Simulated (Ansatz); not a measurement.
Telling isomers of CH10AlNSi apart by their spectra

These gas-phase data were calculated for one isomer of CH10AlNSi at PBE0-D3(BJ)/def2-SVP (harmonic, unscaled wavenumbers; equilibrium rotational constants with average atomic masses):

* rotational constants: 6.177, 2.312, 1.855 GHz
* all wavenumbers above 1500 cm⁻¹: 3594, 3516, 3129, 3124, 3032, 2303, 2289, 2247, 1852, 1838, 1560

Candidates:

(1) `[CH3][AlH2-][NH2+][SiH3]`, a singlet
(2) `C[SiH2][NH2+][AlH3-]`, a singlet

Question: Which structure fits?

Answer: Candidate (1). 3 modes lie between 2000 and 2380 cm⁻¹, one for each Si–H bond, while (2) has 2.

The same quantities for all candidates:

|  | rotational constants (GHz) | wavenumbers above 1500 cm⁻¹ | E above the lowest, PBE0-D3(BJ)/def2-SVP (kcal/mol) |
| --- | --- | --- | --- |
| (1) | 6.177, 2.312, 1.855 | 3594, 3516, 3129, 3124, 3032, 2303, 2289, 2247, 1852, 1838, 1560 | 4.5 |
| (2) | 6.586, 2.288, 1.897 | 3590, 3514, 3182, 3169, 3064, 2285, 2226, 1870, 1854, 1841, 1562 | 0.0 |

Each candidate is one conformer. Programs: Ansatz 0.2.0.
